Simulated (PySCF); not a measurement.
Isomers of C6H12N2, one GFN2-xTB conformer each. Single-point energies are computed at PBE0/pcSseg-1 (PySCF, gas phase, no added dispersion term), electronic only.

| SMILES | GFN2-xTB relative energy (kJ/mol) |
| --- | --- |
| C=C/C(CCC)=N/N | 127.7 |
| C=CCN(C=C)NC | 186.4 |
| C#C[C@@H](C)[C@H](N)CN | 191.9 |
| C=CCNN=C(C)C | 123.1 |
| C=CCNN(C)C=C | 190.3 |
| C=N/N=C(\C)C(C)C | 65.9 |
| C=CCN(C)/N=C\C | 137.3 |
| CCCN1CCC=N1 | 0.0 |
| [H]/N=C/C1(N(C)C)CC1 | 99.0 |

Conformers: `[CH2:1]=[CH:2]/[C:3]([CH2:4][CH2:5][CH3:6])=[N:7]/[NH2:8]` with C1–C2–C3–C4 -4°, C2–C3–C4–C5 91°, C3–C4–C5–C6 179°, C3–N7–N8–H 22° and 162°; `[CH2:1]=[CH:2][CH2:3][N:4]([CH:5]=[CH2:6])[NH:7][CH3:8]` with C1–C2–C3–N4 125°, C2–C3–N4–C5 -67°, C3–N4–C5–C6 161°, C3–N4–N7–C8 118°; `[CH:1]#[C:2][C@@H:3]([CH3:4])[C@H:5]([NH2:6])[CH2:7][NH2:8]` with C2–C3–C5–N6 71°, C3–C5–N6–H -58° and -174°, C3–C5–C7–N8 177°, C5–C7–N8–H -176° and 65°; `[CH2:1]=[CH:2][CH2:3][NH:4][N:5]=[C:6]([CH3:7])[CH3:8]` with C1–C2–C3–N4 131°, C2–C3–N4–N5 157°, C3–N4–N5–C6 159°; `[CH2:1]=[CH:2][CH2:3][NH:4][N:5]([CH3:6])[CH:7]=[CH2:8]` with C1–C2–C3–N4 -133°, C2–C3–N4–N5 -178°, C3–N4–N5–C6 121°, N4–N5–C7–C8 11°; `[CH2:1]=[N:2]/[N:3]=[C:4](\[CH3:5])[CH:6]([CH3:7])[CH3:8]` with C1–N2–N3–C4 -101°, N3–C4–C6–C7 -128°; `[CH2:1]=[CH:2][CH2:3][N:4]([CH3:5])/[N:6]=[CH:7]\[CH3:8]` with C1–C2–C3–N4 144°, C2–C3–N4–C5 83°, C3–N4–N6–C7 -12°; `[CH3:1][CH2:2][CH2:3][N:4]1[CH2:5][CH2:6][CH:7]=[N:8]1` with C1–C2–C3–N4 175°, C2–C3–N4–C5 75°, C3–N4–C5–C6 155°, N4–C5–C6–C7 -10°, C5–C6–C7–N8 5°, C3–N4–N8–C7 -153°; `[H]/[N:6]=[CH:5]/[C:4]1([N:2]([CH3:1])[CH3:3])[CH2:7][CH2:8]1` with C1–N2–C4–C5 -66°, N2–C4–C5–N6 -178°.

Question: What does PBE0/pcSseg-1 give for the same structures?

Answer: 
| SMILES | PBE0/pcSseg-1 E (Eh) | PBE0/pcSseg-1 (kJ/mol) | GFN2-xTB (kJ/mol) | point group |
| --- | --- | --- | --- | --- |
| CCCN1CCC=N1 | -344.86977 | 0.0 | 0.0 | C1 |
| C=C/C(CCC)=N/N | -344.85340 | 43.0 | 127.7 | C1 |
| C=N/N=C(\C)C(C)C | -344.84894 | 54.7 | 65.9 | C1 |
| [H]/N=C/C1(N(C)C)CC1 | -344.84747 | 58.6 | 99.0 | near Cs |
| C=CCNN=C(C)C | -344.84501 | 65.0 | 123.1 | C1 |
| C#C[C@@H](C)[C@H](N)CN | -344.83159 | 100.2 | 191.9 | C1 |
| C=CCN(C)/N=C\C | -344.81885 | 133.7 | 137.3 | C1 |
| C=CCNN(C)C=C | -344.81588 | 141.5 | 190.3 | C1 |
| C=CCN(C=C)NC | -344.81491 | 144.0 | 186.4 | C1 |

Both levels put the same isomer lowest; measured from each level's own lowest isomer, the values differ by up to 91.7 kJ/mol (C#C[C@@H](C)[C@H](N)CN: 191.9 against 100.2). As drawn, the lowest has a C=N bond, which the highest lacks; the highest has an N–H bond and a C=C bond outside aromatic rings, which the lowest lacks. Neighbours under 10 kJ/mol apart (C=N/N=C(\C)C(C)C and [H]/N=C/C1(N(C)C)CC1; [H]/N=C/C1(N(C)C)CC1 and C=CCNN=C(C)C; C=CCN(C)/N=C\C and C=CCNN(C)C=C; C=CCNN(C)C=C and C=CCN(C=C)NC) can change places with a better method, another conformer or zero-point energy.

Question: Which frontier levels, dipoles and rotational constants go with these structures?

Answer: 
```csv
SMILES,"HOMO (eV, PBE0/pcSseg-1)",LUMO (eV),dipole (D),"A, B, C (MHz)"
CCCN1CCC=N1,-5.65,0.55,2.06,"6192, 1053, 946.2"
C=C/C(CCC)=N/N,-6.01,-0.48,2.41,"2129, 1626, 981.2"
C=N/N=C(\C)C(C)C,-6.66,-0.09,2.02,"4064, 1097, 1064"
[H]/N=C/C1(N(C)C)CC1,-6.18,-0.11,1.93,"2927, 1663, 1495"
C=CCNN=C(C)C,-5.96,0.27,1.79,"6387, 785.6, 725.3"
C#C[C@@H](C)[C@H](N)CN,-6.60,1.16,2.34,"2678, 1395, 1267"
C=CCN(C)/N=C\C,-5.68,0.06,1.85,"2178, 1908, 1122"
C=CCNN(C)C=C,-5.69,0.20,0.62,"3528, 1133, 901.9"
C=CCN(C=C)NC,-5.64,0.32,0.44,"3153, 1329, 1038"
```
